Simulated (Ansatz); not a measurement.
Correlation energies of C$_{9}$H$_{15}$Cl$_{2}$HfN, SMILES `CC[C@@]12[C@H]3[C@H]4[C@H]5[C@@H]1[Hf]4532([Cl])([Cl])[N](C)C` by basis set

```json
{"atom": "C1", "x (Å)": "-1.084", "y (Å)": "1.728", "z (Å)": "2.342"}
{"atom": "C2", "x (Å)": "0.225", "y (Å)": "2.212", "z (Å)": "1.743"}
{"atom": "C3", "x (Å)": "0.485", "y (Å)": "1.734", "z (Å)": "0.349"}
{"atom": "C4", "x (Å)": "-0.463", "y (Å)": "1.248", "z (Å)": "-0.578"}
{"atom": "C5", "x (Å)": "0.189", "y (Å)": "1.001", "z (Å)": "-1.811"}
{"atom": "C6", "x (Å)": "1.550", "y (Å)": "1.326", "z (Å)": "-1.651"}
{"atom": "C7", "x (Å)": "1.736", "y (Å)": "1.754", "z (Å)": "-0.317"}
{"atom": "Hf8", "x (Å)": "1.128", "y (Å)": "-0.655", "z (Å)": "-0.223"}
{"atom": "Cl9", "x (Å)": "1.497", "y (Å)": "-0.955", "z (Å)": "2.120"}
{"atom": "Cl10", "x (Å)": "2.998", "y (Å)": "-1.664", "z (Å)": "-1.311"}
{"atom": "N11", "x (Å)": "-0.438", "y (Å)": "-1.830", "z (Å)": "-0.679"}
{"atom": "C12", "x (Å)": "-1.735", "y (Å)": "-1.789", "z (Å)": "-1.292"}
{"atom": "C13", "x (Å)": "-0.093", "y (Å)": "-3.169", "z (Å)": "-0.237"}
{"atom": "H14", "x (Å)": "-1.944", "y (Å)": "2.070", "z (Å)": "1.760"}
{"atom": "H15", "x (Å)": "-1.203", "y (Å)": "2.110", "z (Å)": "3.357"}
{"atom": "H16", "x (Å)": "-1.114", "y (Å)": "0.638", "z (Å)": "2.390"}
{"atom": "H17", "x (Å)": "0.233", "y (Å)": "3.309", "z (Å)": "1.723"}
{"atom": "H18", "x (Å)": "1.058", "y (Å)": "1.913", "z (Å)": "2.383"}
{"atom": "H19", "x (Å)": "-1.513", "y (Å)": "1.093", "z (Å)": "-0.377"}
{"atom": "H20", "x (Å)": "-0.271", "y (Å)": "0.619", "z (Å)": "-2.711"}
{"atom": "H21", "x (Å)": "2.323", "y (Å)": "1.220", "z (Å)": "-2.396"}
{"atom": "H22", "x (Å)": "2.677", "y (Å)": "2.050", "z (Å)": "0.128"}
{"atom": "H23", "x (Å)": "-2.521", "y (Å)": "-2.098", "z (Å)": "-0.589"}
{"atom": "H24", "x (Å)": "-1.789", "y (Å)": "-2.466", "z (Å)": "-2.156"}
{"atom": "H25", "x (Å)": "-1.972", "y (Å)": "-0.784", "z (Å)": "-1.640"}
{"atom": "H26", "x (Å)": "-0.798", "y (Å)": "-3.539", "z (Å)": "0.519"}
{"atom": "H27", "x (Å)": "-0.066", "y (Å)": "-3.877", "z (Å)": "-1.075"}
{"atom": "H28", "x (Å)": "0.904", "y (Å)": "-3.199", "z (Å)": "0.228"}
```

The species carries charge 0 and has multiplicity 1. Correlated methods include outer-core shells of Hf, which these sets cover unevenly. Hf takes the def2 core potential. The structure was optimised at the PBE0-D4/def2-TZVP level. It is one conformer, not always the lowest. Frozen core, restricted reference, the Gaussian-basis code of Ansatz.

```tsv
basis	HF (Eh)	MP2 corr.
def2-SVP	-1370.10924	-1.93378
def2-TZVPP	-1370.87858	-2.45648
def2-QZVPP	-1370.92186	-2.64908
```

Q: Estimate the CCSD correlation energy and the (T) correction in each basis where they were run (hartree).

A: 
```tsv
basis	CCSD corr.	(T)
def2-SVP	-2.02597	-0.07662
def2-TZVPP	-2.52486	-0.12261
```
